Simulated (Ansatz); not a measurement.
Bond stretch in Be₂, singlet.

Calculation: unrestricted PBE0/def2-SVP (Ansatz, a quantum-chemistry and plane-wave program).

Task: Relative to R = 2.39 Å, what are the energies at R = 2.15, 2.75, 5.54, 6.78 Å?

Result: 0.057 eV at 2.15 Å, 0.118 eV at 2.75 Å, 0.398 eV at 5.54 Å, 0.403 eV at 6.78 Å.

The unrestricted determinant behind UKS-PBE0 is spin-contaminated at 1.89 to 2.92 Å (<S²> up to 0.8, against 0.00 for a pure singlet).
